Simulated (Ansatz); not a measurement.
Coupled-cluster diagnostics for the cluster B3F3, Ansatz.

Geometry of the singlet (PBE0-D4/def2-SVP):

```tsv
atom	x (Å)	y (Å)	z (Å)
B1	0.110	-0.546	0.933
B2	-0.123	0.093	-1.076
B3	0.025	0.868	0.273
F4	0.149	-1.799	1.211
F5	0.063	2.156	0.679
F6	-0.225	-0.771	-2.021
```

Correlated methods freeze 6 core orbitals. The structure comes from a short search, and lower isomers may exist.

Estimate the CCSD(T) correlation energy, the shares of MP2 and (T), T1 and the reference's ⟨S²⟩ for: charge 0, singlet, own geometry in def2-TZVPP; and the rough time on 4 threads of Arm Neoverse V1 on a shared host.


```tsv
state	basis	correlation (eV)	MP2 share (%)	(T) share (%)	T1	⟨S²⟩ (pure)	wall time	remarks
charge 0, singlet, own geometry	def2-TZVPP	-28.994	95.1	3.7	0.017	0.00 (0.00)	56 s	restricted SCF unstable
```
Customary marks for T1 are 0.02 (closed shells), 0.045 (open shells) and about 0.05 (3d metals). T1 stays under 0.02 throughout.
